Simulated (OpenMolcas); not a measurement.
Cu3+ (d8) in a complex was computed by CASSCF with the d shell active (OpenMolcas, ANO-RCC-VTZP on the metal). Its lowest spin-free states, and all those of the highest spin:

```tsv
2S+1	Degeneracy	E (cm-1)
3	3	0.0
3	3	3512
3	1	10044
1	2	10634
1	3	12785
3	3	18477
1	1	19743
1	3	21006
1	3	21083
1	2	27451
1	1	41389
```

Q: Is the site octahedral, tetrahedral or cube-like, axial, or of lower symmetry?

A: The states with 2S+1 = 3 have orbital degeneracies 3, 3, 1, 3. Threefold states need a cubic site. For d8 at this spin an octahedron puts the single A2 below the threefold T2 and a tetrahedron or cube puts the threefold T1 below the threefold T2, so the site is a tetrahedron or a cube, which this pattern cannot tell apart. The run had Cu3+ with 4 ligands (bromide) in tetrahedral coordination (Td) at 2.32 Å. A charge of +0.25 e stands 3.2 Å behind each ligand. Ligand basis ANO-RCC-VDZP.

An orbital triplet at a regular site is open to Jahn-Teller coupling, which can distort the site and quench the lowest spin-orbit gaps and is left out. Without dynamic correlation the repulsion within the d shell is too large (B by tens of per cent), so at a given field states of lower spin stand too high. The least metal-like active orbital is 76 % on the metal (Löwdin) and no ligand orbital is active, so the numbers are rough. Ligand-to-metal charge-transfer states are missing. This ion would oxidise such ligands; the complex is a model and need not exist. With no ligand orbital active B as a rule stays too high, so bands that hang on it stand too high and its fall with covalency is understated. With metal d orbitals alone and no dynamic correlation the field as a rule comes out too small, by tens of per cent, by up to half for chloride and softer ligands, and with too little covalency χT stands high. No measured value stands beside these numbers; the geometry is a model, was not optimised and need not be the one that this ion takes.
